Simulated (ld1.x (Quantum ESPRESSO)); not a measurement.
**Transferability test, TM semilocal potential for Br (Z = 35)**

ld1.x (Quantum ESPRESSO) 7.5 input, shortened:

```
&input
   title='Br', zed=35., rel=1, dft='PBE', iswitch=3,
   config='[Ar] 3d10 4s2 4p5 4d-2'
 /
 &inputp
   pseudotype=1, tm=.true., lloc=1,
   nlcc=.true., new_core_ps=.true., rcore=0.60
 /
3
4S  1  0   2.00   0.00  1.05  1.05  0.0
4D  3  2  -2.00   0.05  1.45  1.45  0.0
4P  2  1   5.00   0.00  1.70  1.70  0.0
 &test
   configts(1)='4s2 4p5'
 /
```

Energies are relative to the spin-unpolarised reference configuration 4s2 4p5; without spin polarisation the order of configurations can differ from experiment.

**Question.** Give the all-electron excitation energy and the error of the potential for: 4s2 4p4; 4s2 4p3; 4s2 4p2; 4s1 4p5; 4s2 4p5.3; 4s2 4p1; 4s1 4p6.

**Answer.**

```
valence configuration  charge  ΔE all-electron (eV)  error AE − PS (meV)
              4s2 4p4      +1                12.554                 -0.7
              4s2 4p3      +2                35.314                 +0.7
              4s2 4p2      +3                69.297                 +2.3
              4s1 4p5      +1                25.558                  -14
            4s2 4p5.3    -0.3                -1.963                 +0.4
              4s2 4p1      +4               115.321                 -4.1
              4s1 4p6       0                12.371                  -16
```

Levels in the configuration 4s1 4p6:

```
level  all-electron (eV)  pseudo (eV)
   4s            -20.925      -20.955
   4p             -8.458       -8.455
```
